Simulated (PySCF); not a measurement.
Stretching PSe⁺

Set-up: PySCF, spin-free X2C with a Gaussian nucleus, basis sets P jorge-DZP-DKH, Se jorge-DZP-DKH. Energies in eV from P + Se⁺ in their ground configurations at the same level. State: ¹Σ⁺ (singlet), closed shell.

```
R (Å)  r²SCAN  r²SCAN0
1.690  -3.057   -2.735
1.768  -4.246   -3.876
1.847  -4.907   -4.484
1.906  -5.149   -4.685
1.965  -5.228   -4.721
2.024  -5.182   -4.631
2.103  -4.979   -4.368
2.201  -4.575   -3.887
2.319  -3.968   -3.188
2.476  -3.089   -2.189
```

Put a parabola through the three lowest points of the r²SCAN curve and estimate Re, k and ωe (reduced mass 22.32 u; 1 eV/Å² = 0.16022 mdyn/Å; ωe = 1302.8·√(k/μ) cm⁻¹).

Through R = 1.906, 1.965, 2.024 Å the second-order coefficient is 18.0 eV/Å², so Re ≈ 1.973 Å, k ≈ 5.75 mdyn/Å and ωe ≈ 661 cm⁻¹. A polynomial fit of higher order to the unrounded r²SCAN energies gives Re = 1.970 Å, k = 5.57 mdyn/Å, ωe = 651 cm⁻¹; anharmonicity and rounding make the difference.

The higher-order fit for each curve: r²SCAN: Re = 1.970 Å, ωe = 651 cm⁻¹, De = 5.23 eV; r²SCAN0: Re = 1.950 Å, ωe = 685 cm⁻¹, De = 4.72 eV.

For an ion De counts to the pair picked by the measured ionisation energies or electron affinities, which need not be the lowest pair at this level.
